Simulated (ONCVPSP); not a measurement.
## An all-electron radial function and its pseudo partner (potassium (K))

Columns: radius, all-electron u(r) and pseudo u(r) of the 3p shell (level -18.81 eV) of potassium in the configuration [Ne] 3s2 3p6 4s1; PBE, scalar-relativistic, ONCV scheme, ONCVPSP 4.0.1.

```csv
r (bohr),all-electron,pseudo
0.098,-0.2670,0.0179
0.195,-0.4317,0.0690
0.292,-0.3599,0.1489
0.390,-0.1535,0.2517
0.488,0.0937,0.3678
0.585,0.3253,0.4863
0.682,0.5200,0.5991
0.780,0.6722,0.6995
0.878,0.7801,0.7801
0.975,0.8474,0.8371
1.072,0.8819,0.8705
1.170,0.8901,0.8817
1.268,0.8781,0.8734
1.365,0.8517,0.8496
1.463,0.8149,0.8143
1.560,0.7719,0.7718
1.658,0.7246,0.7246
1.755,0.6761,0.6761
1.852,0.6273,0.6273
1.950,0.5789,0.5789
2.047,0.5326,0.5326
2.145,0.4881,0.4881
2.242,0.4464,0.4464
2.340,0.4070,0.4070
2.438,0.3704,0.3704
2.535,0.3368,0.3369
```

Task: How many radial nodes do the two functions have?

Result: The all-electron 3p function has n − l − 1 = 1; the pseudo-wave has 0, since the states of the same l below it are removed with the core.

Task: At about which radius was the pseudo-wave matched?

Result: 1.70 bohr. The columns agree to 0.0005 from 1.56 bohr on; several derivatives are matched, so the curves merge somewhat inside the radius.

Task: Where does each function peak?

Result: Outermost all-electron maximum near 1.17 bohr, pseudo maximum near 1.17 bohr (to the table’s step).

Task: Is the pseudo-wave norm-conserving?

Result: Yes: the ONCV scheme keeps the norm inside the radius equal to the all-electron one, which fixes the energy derivative of the logarithmic derivative at the level.
